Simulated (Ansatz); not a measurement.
`O[SiH](S)[SnH3]` + `[SiH3]P` → `O[SiH](S)P[SiH3]` + `[SnH4]`  (cleavage of the Si–Sn bond)

Isolated molecules relaxed with PBE0-D4/def2-TZVP in Ansatz; ΔE leaves out vibrations. CBS: MP2 limit from def2 TZ/QZ plus the TZ coupled-cluster correction, frozen cores. This one scheme is used for every species. Functionals use def2-TZVPP. Elements past krypton have def2 core potentials. For Sn outer-core shells are correlated without core-valence functions, which leaves a few kJ/mol of doubt a bond. Each species was taken in one conformer, which may not be the lowest.

```csv
level,ΔE (kJ/mol)
B97M-V,-31.0
r2SCANh-D4,-22.2
B2PLYP,-14.9
PBE-QIDH,-22.2
PBE0,-16.2
CAM-B3LYP,-13.1
CCSD/def2-TZVPP,-17.9
HF/def2-QZVPP,-11.0
```

Question: What does CCSD(T)/CBS give? (Estimate.)

Answer: The calculation gave: -16.7 kJ/mol. The listed levels differ from it by -14.3, -5.5, 1.8, -5.5, 0.5, 3.6, -1.2, 5.7 kJ/mol.

Largest T1 diagnostic among the species: 0.013.

From BLYP to BHLYP (50 % exact exchange), in def2-TZVPP and without D4, ΔE moves by −7.7 kJ/mol. In def2-TZVPP, CCSD(T) changes the Hartree–Fock value by −9.5 kJ/mol (the triples alone add −3.1 kJ/mol) and MP2 by −13.0 kJ/mol.

CCSD(T)/CBS has its own doubt, a few kJ/mol and more with outer-core shells, so smaller differences from it don't rank the levels.
